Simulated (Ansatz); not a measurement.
Job for Ansatz (an electronic-structure program): U-PBE0/def2-TZVPP on GeC, 2S+1 = 3, a spin state set in the input, which need not be the lowest, a point of a bond scan (R = 1.803 Å).

Ansatz 0.2 input:
```yaml
crystal:
  periodic: [false, false, false]
  atoms:
    - {symbol: C, position_ang: [0.00000000, 0.00000000, 0.00000000]}
    - {symbol: Ge, position_ang: [0.00000000, 0.00000000, 1.80251200]}
basis:
  gaussian:
    orbitals: def2-TZVPP
    pivot_positions_ang: [[0.00000000, 0.00000000, 0.00000000], [0.00000000, 0.00000000, 1.80251200]]
hamiltonian:
  xc: {name: PBE0}
magnetization: {spin_polarized: true, initial_magnetization: 2}
output: {forces: true, orbitals: {seedname: ./end}}
```

The head of its log:

```
WARN ansatz: RAYON_NUM_THREADS=2 ignored (pool sized by the plan → 2); use --threads N
Functional definition: PBE0
integrals: 0.02 GiB planned
581 factors; their error is unknown
mean field: 0.29 GiB planned
mean field evaluation 1: about -57534.2863 eV, gradient 3.3e1 eV
mean field evaluation 2: about -57501.2950 eV, gradient 6.8e1 eV
```

**Question.** Predict the final total energy.

**Answer.** -2114.6031 hartree.
